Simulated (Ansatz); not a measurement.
Consider the ligand exchange at the In–C bond: `C=[C](F)[InH][CH3]` + CH₃OH → `C[O][InH][CH3]` + `C=CF`.

Calculated with Ansatz (gas phase, PBE0-D4/def2-TZVP geometries, no zero-point term in ΔE). CCSD(T)/CBS is the MP2 limit (def2-TZVPP, def2-QZVPP) plus CCSD(T) − MP2 in def2-TZVPP, frozen cores. This one scheme is used for every species. DFT in def2-TZVPP. def2 core potentials past Kr. For In outer-core shells are correlated without core-valence functions, which leaves a few kJ/mol of doubt a bond. One conformer a species, not always the lowest.

`C=[C](F)[InH][CH3]`:

Cartesian coordinates in Å:
```
C 2.213 0.304 -1.263
C 1.114 0.606 -0.584
F 0.879 1.918 -0.317
In -0.350 -0.807 0.146
C -2.066 -0.070 1.199
H 2.429 -0.732 -1.492
H 2.910 1.065 -1.602
H -0.003 -2.460 -0.207
H -1.880 0.937 1.573
H -2.919 -0.034 0.518
H -2.326 -0.726 2.030
```

CH₃OH:

Z-matrix (Å, degrees):
```
C
O 1 1.409
H 1 1.097 2 112.4
H 1 1.090 2 107.0 3 -118.5
H 1 1.097 2 112.4 3 123.0
H 2 0.959 1 108.5 3 -61.6
```

`C[O][InH][CH3]`:

```xyz
11

C    -1.804    0.095    0.615
O    -1.318   -0.946   -0.177
In    0.564   -1.065   -0.831
C     1.765    0.584   -0.184
H    -1.050    0.862    0.857
H    -2.635    0.608    0.112
H    -2.188   -0.291    1.568
H     0.768   -2.479   -1.766
H     2.785    0.503   -0.559
H     1.326    1.517   -0.542
H     1.787    0.614    0.906
```

`C=CF`:

Cartesian coordinates in Å:
```
C 0.521 0.360 -0.302
C -0.476 -0.256 0.298
F -0.740 -1.550 0.100
H 1.177 -0.160 -0.988
H 0.690 1.409 -0.104
H -1.172 0.198 0.996
```

```tsv
level	ΔE (kJ/mol)
PBE-D4	-52.3
B2PLYP	-55.5
HF/def2-QZVPP	-53.5
HF/CBS(def2)	-53.7
```

**Question.** What does CCSD(T)/CBS give? (An estimate is asked.)

**Answer.** The calculation gave: -53.7 kJ/mol. The listed levels differ from it by 1.4, -1.8, 0.2, 0.0 kJ/mol.

Largest T1 diagnostic among the species: 0.015.

From BLYP to BHLYP (50 % exact exchange), in def2-TZVPP and without D4, ΔE moves by +5.1 kJ/mol. At CCSD(T), def2-SVP lies −4.1 kJ/mol from the extrapolated value and def2-TZVPP +3.8 kJ/mol. Leaving LDA and LC-ωPBE aside and taking each functional with its dispersion term where it has one, the values, not all of them listed here, spread over 11.9 kJ/mol, from B97M-V to HSE06-D4.
